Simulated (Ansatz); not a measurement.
Basis-set extrapolation for `F[SiH2][SiH](F)F` (PBE0-D4/def2-TZVP geometry, frozen core, Ansatz). Multiplicity 1, RHF reference.

|  | def2-TZVPP | def2-QZVPP |
| --- | --- | --- |
| HF | -878.285894 | -878.319355 |
| MP2 correlation | -0.981969 | -1.074971 |
| CCSD(T) correlation | -1.038910 | -1.129056 |

Energies in hartree. Use E(X) = E(∞) + A·exp(−7.88·√X) for Hartree–Fock and E(X) = E(∞) + B·X^(−2.97) for correlation, with X = 3 and 4.

Task: What is the CCSD(T) energy at the basis-set limit?

Result: HF limit: -878.319355 + (-0.033461) × 0.13774 = -878.32396. Correlation limit: -1.129056 + (-0.090146) × 0.74074 = -1.19583. Total: -879.51979 hartree, 511.9 kJ/mol below CCSD(T)/def2-TZVPP.
